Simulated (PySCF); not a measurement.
Spinor energies of F+ (fluorine, charge +1)

Start: [He] 2s1 2p5; 2s1/2 filled at m_j = +1/2; 2p1/2 filled at m_j = -1/2, +1/2; 2p3/2 filled at m_j = -1/2, +1/2, +3/2. Calculated with PySCF 2.14 in x2c-SVPall-2c with one added diffuse shell of s type (4s2p1d, 15 functions): generalised Hartree-Fock with the X2C-1e Hamiltonian and a Gaussian nucleus; one run each with spin-orbit coupling (SO) switched off, then screened by Boettger's factors. This is a chosen level, not necessarily the ground level.

```json
{"spinor shell": "1s1/2", "electrons": "2", "ε, spin-free (eV)": "-739.47", "ε, screened SO (eV)": "-739.47", "weight of nominal j (screened SO)": "1.000", "rms radius, screened SO (bohr)": "0.204"}
{"spinor shell": "2s1/2", "electrons": "1", "ε, spin-free (eV)": "-65.274", "ε, screened SO (eV)": "-65.269", "weight of nominal j (screened SO)": "1.000", "rms radius, screened SO (bohr)": "1.04"}
{"spinor shell": "2p1/2", "electrons": "2", "ε, spin-free (eV)": "-37.911", "ε, screened SO (eV)": "-37.335", "weight of nominal j (screened SO)": "0.666", "rms radius, screened SO (bohr)": "1.13"}
{"spinor shell": "2p3/2", "electrons": "3", "ε, spin-free (eV)": "-37.911", "ε, screened SO (eV)": "-38.297", "weight of nominal j (screened SO)": "0.778", "rms radius, screened SO (bohr)": "1.12"}
```

```tsv
quantity	spin-free	screened SO
E (hartree)	-98.01547	-98.01620
M_J	2	2
⟨J²⟩	6.008	6.008
⟨L²⟩	2.001	2.001
⟨S²⟩	2.007	2.007
```

Each row is a mean over spinors that exchange with the open shell spreads, by up to 8.898 eV (2p1/2).

Rows whose weight is well below 1 are mixtures of j = l ± 1/2: exchange outweighs spin-orbit coupling there, and the label is only the starting occupation.

Without spin-orbit coupling the j labels of p, d and f shells carry no meaning; the spin-free column gives the mean over the occupied spinors of each nl shell.
